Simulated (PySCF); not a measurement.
## Calculated data, B₃H₆Si, B₂H₂N, AlB₂H₃N, CH₂B₂F

Computed with PySCF 2.14.0. Calculation on a computer-drawn molecule: the log of a Hartree-Fock and frozen-core CCSD(T) single point meant for a local Hartree-Fock minimum, with one planted fault or none, to be diagnosed. Offsets are logged minus clean, where the clean run is the same molecule without the fault. The reference is restricted for singlets and unrestricted otherwise, and also for a bond in bohr or an excited solution. Adding or removing an electron swaps singlet and doublet. The excited solution moves the top pair (singlet) or top alpha electron (doublet) to the lowest empty orbital. Highest occupied and lowest empty are orbital energies over both spins, largest force is the largest gradient component, triples share is (T) over the correlation energy, the T1 limit is 0.02 restricted and 0.045 unrestricted, electrons count all cores, a negative frequency is imaginary (commonest isotopes), and the dipole is about the centre of nuclear charge.

Common to all runs: meant charge 1; meant multiplicity 1; logged SCF converged yes; logged CC converged yes; logged SCF stable within its kind yes; possible faults no fault, one electron removed, one electron added, multiplicity raised by two, geometry at a saddle point, SCF held on an excited solution, minimal basis STO-3G, one bond length entered in bohr, all coordinates scaled.

```yaml
- entry: 1
  formula: B3H6Si
  logged_structure:
    atoms_angstrom:
      - [B, -0.4228, -2.3417, 0.8025]
      - [B, -0.1526, -0.9161, 0.0188]
      - [B, -0.5794, 0.5932, 0.6042]
      - [Si, 0.7947, -0.9421, -1.8521]
      - [H, -0.6039, -3.3738, 1.3416]
      - [H, -1.6463, 1.0513, 0.3195]
      - [H, 0.2095, 1.2136, 1.2538]
      - [H, -0.0668, -1.7688, -2.7179]
      - [H, 0.8978, 0.4489, -2.3153]
      - [H, 2.1113, -1.5628, -1.6138]
  given:
    meant_basis: "cc-pV(D+d)Z"
    logged_electrons: 33
    logged_basis_functions: 95
    logged_spin_squared: 0.7741
    "logged_highest_occupied [eV]": -22.894
    "logged_lowest_empty [eV]": -13.626
    "logged_largest_force [hartree/bohr]": 0.069518
    logged_T1_diagnostic: 0.032742
    logged_D1_diagnostic: 0.14367
    logged_triples_share: 0.029815
    "logged_dipole_magnitude [debye]": 7.0102
    "logged_energy_HF [hartree]": -365.56107
    "logged_energy_CCSD(T) [hartree]": -365.91957
    drawn_bonds_atom: [1, 2, 2, 1, 3, 3, 4, 4, 4]
    drawn_bonds_other_atom: [2, 3, 4, 5, 6, 7, 8, 9, 10]
    drawn_bonds_order: [1, 1, 1, 1, 1, 1, 1, 1, 1]
  results:
    planted_fault: "one electron removed"
    "HF_energy_offset_from_clean_run [kcal/mol]": 340.1
    "CCSD(T)_energy_offset_from_clean_run [kcal/mol]": 358.0
- entry: 2
  formula: B3H6Si
  logged_structure:
    atoms_angstrom:
      - [B, -0.4228, -2.3417, 0.8025]
      - [B, -0.1526, -0.9161, 0.0188]
      - [B, -0.5794, 0.5932, 0.6042]
      - [Si, 0.7947, -0.9421, -1.8521]
      - [H, -0.6039, -3.3738, 1.3416]
      - [H, -1.6463, 1.0513, 0.3195]
      - [H, 0.2095, 1.2136, 1.2538]
      - [H, -0.0668, -1.7688, -2.7179]
      - [H, 0.8978, 0.4489, -2.3153]
      - [H, 2.1113, -1.5628, -1.6138]
  given:
    meant_basis: "cc-pV(D+d)Z"
    logged_electrons: 34
    logged_basis_functions: 95
    logged_spin_squared: 2.0317
    "logged_highest_occupied [eV]": -14.236
    "logged_lowest_empty [eV]": -7.3509
    "logged_largest_force [hartree/bohr]": 0.060806
    logged_T1_diagnostic: 0.02632
    logged_D1_diagnostic: 0.1202
    logged_triples_share: 0.02932
    "logged_dipole_magnitude [debye]": 2.4685
    "logged_energy_HF [hartree]": -366.04843
    "logged_energy_CCSD(T) [hartree]": -366.42537
    drawn_bonds_atom: [1, 2, 2, 1, 3, 3, 4, 4, 4]
    drawn_bonds_other_atom: [2, 3, 4, 5, 6, 7, 8, 9, 10]
    drawn_bonds_order: [1, 1, 1, 1, 1, 1, 1, 1, 1]
  results:
    planted_fault: "multiplicity raised by two"
    "HF_energy_offset_from_clean_run [kcal/mol]": 34.24
    "CCSD(T)_energy_offset_from_clean_run [kcal/mol]": 40.63
- entry: 3
  formula: B2H2N
  logged_structure:
    atoms_angstrom:
      - [B, 0.034, -3.5611, 0.8396]
      - [B, 0.5417, -2.1104, 1.441]
      - ["N", 0.9144, -1.0454, 1.8825]
      - [H, -0.3276, -4.5947, 0.4118]
      - [H, 1.2206, -0.1706, 2.245]
  given:
    meant_basis: cc-pVDZ
    logged_electrons: 18
    logged_basis_functions: 52
    logged_spin_squared: 0.0
    "logged_highest_occupied [eV]": -17.726
    "logged_lowest_empty [eV]": -6.5405
    "logged_largest_force [hartree/bohr]": 2.9447e-05
    "logged_lowest_frequency [cm^-1]": 231.42
    logged_T1_diagnostic: 0.029017
    logged_D1_diagnostic: 0.069673
    logged_triples_share: 0.042782
    "logged_dipole_magnitude [debye]": 5.265
    "logged_energy_HF [hartree]": -104.63613
    "logged_energy_CCSD(T) [hartree]": -104.96997
    drawn_bonds_atom: [1, 2, 1, 3]
    drawn_bonds_other_atom: [2, 3, 4, 5]
    drawn_bonds_order: [1, 2, 1, 1]
  results:
    planted_fault: "no fault"
    "HF_energy_offset_from_clean_run [kcal/mol]": 0.0
    "CCSD(T)_energy_offset_from_clean_run [kcal/mol]": 0.0
  notes: ["T1 above single-reference limit"]
- entry: 4
  formula: AlB2H3N
  logged_structure:
    atoms_angstrom:
      - [B, -1.7935, 2.3811, -0.1712]
      - [B, -1.7063, 0.8736, 0.4763]
      - ["N", -1.6409, -0.2539, 0.9609]
      - [Al, -1.5416, -1.9643, 1.6959]
      - [H, -1.8559, 3.4596, -0.6346]
      - [H, -1.4508, -1.9785, 3.2507]
      - [H, -1.5653, -3.1075, 0.6384]
  given:
    meant_basis: "cc-pV(D+d)Z"
    logged_electrons: 33
    logged_basis_functions: 80
    logged_spin_squared: 0.7658
    "logged_highest_occupied [eV]": -8.305
    "logged_lowest_empty [eV]": 0.74997
    "logged_largest_force [hartree/bohr]": 0.069421
    logged_T1_diagnostic: 0.020883
    logged_D1_diagnostic: 0.070992
    logged_triples_share: 0.03538
    "logged_dipole_magnitude [debye]": 0.50267
    "logged_energy_HF [hartree]": -347.44908
    "logged_energy_CCSD(T) [hartree]": -347.8563
    drawn_bonds_atom: [1, 2, 3, 1, 4, 4]
    drawn_bonds_other_atom: [2, 3, 4, 5, 6, 7]
    drawn_bonds_order: [1, 2, 1, 1, 1, 1]
  results:
    planted_fault: "one electron added"
    "HF_energy_offset_from_clean_run [kcal/mol]": -167.5
    "CCSD(T)_energy_offset_from_clean_run [kcal/mol]": -167.3
- entry: 5
  formula: CH2B2F
  logged_structure:
    atoms_angstrom:
      - [B, 0.124, -1.1402, -0.6107]
      - [C, 0.3292, 0.255, -0.7302]
      - [B, -0.7046, 1.2381, -0.759]
      - [F, -1.5953, 2.1001, -0.7851]
      - [H, -0.0368, -2.2969, -0.512]
      - [H, 1.3575, 0.6184, -0.8071]
  given:
    meant_basis: cc-pVDZ
    logged_electrons: 26
    logged_basis_functions: 22
    logged_spin_squared: 0.0
    "logged_highest_occupied [eV]": -15.251
    "logged_lowest_empty [eV]": -1.3247
    "logged_largest_force [hartree/bohr]": 0.022095
    logged_T1_diagnostic: 0.022279
    logged_D1_diagnostic: 0.058928
    logged_triples_share: 0.058964
    "logged_dipole_magnitude [debye]": 2.6576
    "logged_energy_HF [hartree]": -185.12459
    "logged_energy_CCSD(T) [hartree]": -185.32236
    drawn_bonds_atom: [1, 2, 3, 1, 2]
    drawn_bonds_other_atom: [2, 3, 4, 5, 6]
    drawn_bonds_order: [1, 2, 1, 1, 1]
  results: {}
  notes: ["T1 above single-reference limit"]
- entry: 6
  formula: CH2B2F
  logged_structure:
    atoms_angstrom:
      - [B, 0.124, -1.1402, -0.6107]
      - [C, 0.3292, 0.255, -0.7302]
      - [B, -0.7046, 1.2381, -0.759]
      - [F, -1.5953, 2.1001, -0.7851]
      - [H, -0.0368, -2.2969, -0.512]
      - [H, 1.3575, 0.6184, -0.8071]
  given:
    meant_basis: cc-pVDZ
    logged_electrons: 26
    logged_basis_functions: 66
    logged_spin_squared: 2.0167
    "logged_highest_occupied [eV]": -13.027
    "logged_lowest_empty [eV]": -7.3125
    "logged_largest_force [hartree/bohr]": 0.10515
    logged_T1_diagnostic: 0.02366
    logged_D1_diagnostic: 0.10835
    logged_triples_share: 0.025944
    "logged_dipole_magnitude [debye]": 1.4419
    "logged_energy_HF [hartree]": -187.45281
    "logged_energy_CCSD(T) [hartree]": -187.9038
    drawn_bonds_atom: [1, 2, 3, 1, 2]
    drawn_bonds_other_atom: [2, 3, 4, 5, 6]
    drawn_bonds_order: [1, 2, 1, 1, 1]
  results: {}
```

To be estimated
1. Which fault was planted in the run of CH₂B₂F (entry 5)?
2. Give the missing planted fault for CH₂B₂F (entry 6).

Calculated values
1. minimal basis STO-3G
2. multiplicity raised by two

Further results for CH₂B₂F (entry 5):

| Quantity | Value |
| --- | --- |
| HF energy offset from clean run | 1538 kcal/mol |
| CCSD(T) energy offset from clean run | 1714 kcal/mol |

Further results for CH₂B₂F (entry 6):

| Property | Result |
| --- | --- |
| HF energy offset from clean run | 76.75 kcal/mol |
| CCSD(T) energy offset from clean run | 94.33 kcal/mol |
